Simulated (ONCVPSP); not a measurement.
# Building the ONCV potential for W (Z = 74) (PBE, scalar-relativistic).

* Element: tungsten (W)
* Generator: ONCVPSP 4.0.1
* Type: optimised norm-conserving Vanderbilt (ONCV)
* Functional: PBE
* Relativity: scalar-relativistic
* Frozen core: [Kr] 4d10 4f14
* Valence charge: 14
* Reference configuration: 5s2 5p6 5d4 6s0.5 (charge +1.5)
* Partial waves: 5s+6s: rc 2.00 bohr, ncon 4, nbas 8, qcut 5.1 1/bohr, 3 projectors, debl 3.1 Ha; 5p: rc 1.35 bohr, ncon 5, nbas 9, qcut 6.7 1/bohr, 2 projectors, debl 2.7 Ha; 5d: rc 2.75 bohr, ncon 4, nbas 8, qcut 6.9 1/bohr, 3 projectors, debl 2.8 Ha
* Local potential: polynomial inside 0.95 bohr (lpopt 5, dvloc0 4.5 Ha)
* Core correction: none

All-electron outer shells of the reference configuration (PBE, scalar-relativistic, ld1.x):

```json
{"shell": "5s", "level (eV)": "-90.73", "outermost node (bohr)": "0.53", "outermost maximum (bohr)": "0.96"}
{"shell": "5p", "level (eV)": "-54.89", "outermost node (bohr)": "0.57", "outermost maximum (bohr)": "1.09"}
{"shell": "4f", "level (eV)": "-44.86", "outermost node (bohr)": "–", "outermost maximum (bohr)": "0.43"}
{"shell": "5d", "level (eV)": "-15.70", "outermost node (bohr)": "0.63", "outermost maximum (bohr)": "1.49"}
{"shell": "6s", "level (eV)": "-15.66", "outermost node (bohr)": "1.28", "outermost maximum (bohr)": "2.51"}
```

Calculated quality:

```
Cutoffs needed           : 78 Ha and 136 Ha (the cutoffs (Ha) at which the residual kinetic energy of the hardest occupied pseudo-wave falls to 1 and 0.1 mHa per electron)
Ghost test               : no bound ghost flagged; GHOST(+) flagged for s at 117.3 eV, p at 284.3 eV
Largest excitation error : +7.6 meV (all-electron minus pseudo) for 5s2 5p6 5d4 6s2, out of 4 test configurations
```

Generation and tests took about 4.1 s on one core of a shared server CPU.
